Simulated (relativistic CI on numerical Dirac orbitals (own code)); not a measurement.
Hyperfine structure of Os3+, mass number 189

Method of calculation: Dirac-Coulomb-Breit CI, KLI orbitals optimised for each configuration, model QED, valence Slater integrals scaled by 0.85, P86 correlation energy added to each configuration (own radial code, finite nucleus).

Configurations in the expansion (outside the closed core [Kr] 4d10 4f14 5s2): 5p⁶5d⁵, 5p⁶5d⁴6s, 5p⁶5d³6s², 5p⁶5d⁴6p, 5p⁶5d⁴5f, 5p⁶5d⁴5g, 5p⁶5d³6s6p, 5p⁶5d⁴6d, 5p⁶5d⁴7s, 5p⁶5d⁴7p, 5p⁶5d⁴7d, 5p⁵5d⁶, 5p⁶5d³6p², 5p⁶5d⁴6f, 5p⁶5d³6s7s. Levels of other configurations are missing.

Nuclear spin I = 3/2, μ = 0.6576 μN, Q = 0.86 b (tables of Stone and Pyykkö). The electronic factors are computed for point nuclear moments, without core polarisation; leaving it out makes A of s and p electrons in near-neutral atoms 20 to 40 % too small, and it can dominate for d and f shells.

| Level | E (eV) | A (MHz) | B (MHz) |
| --- | --- | --- | --- |
| 5p⁶5d⁵ ⁴G7/2 | 2.5576 | 359.8 | 679 |
| 5p⁶5d⁵ ⁴G11/2 | 2.6829 | 402 | -130 |
| 5p⁶5d⁵ ⁴G9/2 | 2.7544 | 366.2 | 471 |
| 5p⁶5d⁵ ⁴P1/2 | 2.8652 | 215.5 |  |
| 5p⁶5d⁵ ⁴D7/2 | 3.2499 | 249.7 | 296 |
| 5p⁶5d⁵ ⁴D1/2 | 3.5731 | 814.8 |  |
| 5p⁶5d⁵ ²I11/2 | 3.8382 | 446.5 | 46.8 |

Levels with J = 0, under 50 % of one LS term, or S terms without an open s electron are left out. Small factors come from cancelling terms and can be off by tens of per cent or more.

Correlation outside the listed configurations is missing or only estimated: errors of thousands of cm⁻¹ between configurations and terms are usual at this charge. Rates and lifetimes follow the computed energies and can be off by large factors. The fine structure of a lone outer electron comes out too small, for d and f at times inverted, and misplaced configurations move strength between like terms.

(1) Give the hyperfine levels of 5p⁶5d⁵ ⁴G7/2 relative to its centre of gravity.

Results:

(1) With K = F(F + 1) − I(I + 1) − J(J + 1), E = AK/2 + B[¾K(K + 1) − I(I + 1)J(J + 1)]/[2I(2I − 1)J(2J − 1)]: F = 2: -2065, F = 3: -1471, F = 4: -225.1, F = 5: 2059 MHz.

LS names give the leading component of a level, which can be under half, so a name can repeat, a term be missing and a line seem to break the LS rules.
